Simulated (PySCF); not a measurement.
C2H7FSi2, SMILES F[SiH2]/C=C\[SiH3].

The structure is a stationary point at PBE0-D3(BJ)/def2-SVP. The structure was generated by enumeration; whether it is a known compound was not checked. The values are those of a single conformer.

Two levels are set side by side: TDDFT-PBE/def2-SVPD (PySCF) and TDDFT-PBE0/def2-SVPD (PySCF). Vertical, same geometry. The lowest singlet is HOMO−1→LUMO 99 % with PBE and HOMO−1→LUMO 97 % with the other functional; states are paired by order. Differences are taken from unrounded values.

```tsv
quantity	TDDFT-PBE
lowest singlet excitation (eV)	5.33
lowest triplet excitation (TDA) (eV)	3.95
first bright state (f over 0.05) (eV)	5.75
its oscillator strength	0.22
```

Q: These are the TDDFT-PBE values. What does TDDFT-PBE0 give? (Estimate from the structure and the level; the computed values follow.)

A: 
| quantity | TDDFT-PBE0 | TDDFT-PBE minus TDDFT-PBE0 |
|---|---|---|
| lowest singlet excitation (eV) | 5.70 | -0.37 |
| lowest triplet excitation (TDA) (eV) | 3.85 | 0.10 |
| first bright state (f over 0.05) (eV) | 6.30 | -0.56 |
| its oscillator strength | 0.36 | -0.14 |

A lower first singlet is the usual sign of a functional without exact exchange. Differences between two approximate levels are no errors against the true value.

Rough cost on one machine, each run with all the roots and properties that it gave: TDDFT-PBE0 against TDDFT-PBE about 4 times.
